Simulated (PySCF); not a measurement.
## C₆ coefficients of unlike pairs at PBE0

Calculated with PySCF 2.14 from the dipole response of each species, C₆(A,B) = (3/π) ∫ α_A(iu) α_B(iu) du, in atomic units, from isotropic polarisabilities. For ions this is the dispersion term alone; charge-induced terms of lower order in 1/R come first.

```json
{"species": "Br²⁺", "configuration": "[Ar] 3d10 4s2 4p3 (4S)", "basis": "aug-cc-pwCVTZ-PP with ECP10MDF (8s7p6d4f1g)", "relativity": "core potential", "α (bohr³)": "8.320", "C₆ (like pair)": "40.45"}
{"species": "Te", "configuration": "[Kr] 4d10 5s2 5p4 (3P)", "basis": "aug-cc-pV5Z-PP with ECP28MDF (8s8p6d4f3g2h)", "relativity": "core potential", "α (bohr³)": "39.64", "C₆ (like pair)": "433.1"}
{"species": "S", "configuration": "[Ne] 3s2 3p4 (3P)", "basis": "aug-cc-pCVTZ-DK (8s7p5d3f)", "relativity": "spin-free X2C", "α (bohr³)": "19.77", "C₆ (like pair)": "136.4"}
{"species": "Sc⁺", "configuration": "[Ar] 3d1 4s1 (3D)", "basis": "aug-cc-pVTZ (8s7p5d3f2g)", "relativity": "none", "α (bohr³)": "64.48", "C₆ (like pair)": "447.8"}
```

Problem. Estimate C₆ for Te with Br²⁺.

Solution. The integral gives 125.7. The combination rule 2 C_A C_B / (C_A α_B/α_A + C_B α_A/α_B) gives 123.5 and the geometric mean 132.4.

No spin-orbit coupling is included.

The other pairs:

```csv
pair,C₆
"Sc⁺, Br²⁺",105.5
"S, Te",241.9
"Sc⁺, Te",405.4
"S, Br²⁺",72.10
"Sc⁺, S",218.2
```
